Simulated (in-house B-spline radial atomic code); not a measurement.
A run on the manganese ion Mn⁺ (an excited or competing configuration) that did not converge. Method: non-relativistic B97-1, spin-polarised, spherical fractional occupations, exact exchange averaged over the configuration, point nucleus; computed with a B-spline radial code for spherical atoms.

Command:
```bash
python run_scf.py task.json out
```
Settings:
```
Z                25
configuration    [Ar] 3d4 4s1 4d1
hamiltonian      nr
method           b97_1
spin_polarised   True
exact_exchange   averaged over the configuration
```

First and last ten iterations of the last attempt (damped for 15 steps, keeping 80 % of the old Fock matrix, then DIIS):
```
 iter        energy (Eh)    residual
    1       -1139.850520    3.84e-01
    2       -1145.062164    6.62e-01
    3       -1148.088781    2.61e-01
    4       -1149.078591    1.80e-01
    5       -1149.568551    1.24e-01
    6       -1149.799402    8.42e-02
    7       -1149.905698    5.69e-02
    8       -1149.954100    3.82e-02
    9       -1149.976103    2.57e-02
   10       -1149.986224    1.78e-02
  111       -1149.996512    7.27e-07
  112       -1149.996512    6.89e-07
  113       -1149.996512    1.00e-06
  114       -1149.996512    7.58e-07
  115       -1149.996512    1.57e-06
  116       -1149.996512    1.84e-06
  117       -1149.996512    2.14e-06
  118       -1149.996512    1.92e-06
  119       -1149.996512    1.27e-06
  120       -1149.996512    1.47e-06
 not converged after 120 iterations
```

The smallest residual met was 6.9e-07; the threshold is about 2e-07. Over the last five steps the energy moves by less than 1e-08 hartree, but the orbitals didn't meet the threshold. Run time, properties included: 5.4 s on 1 thread of Arm Neoverse N1, on a shared host.
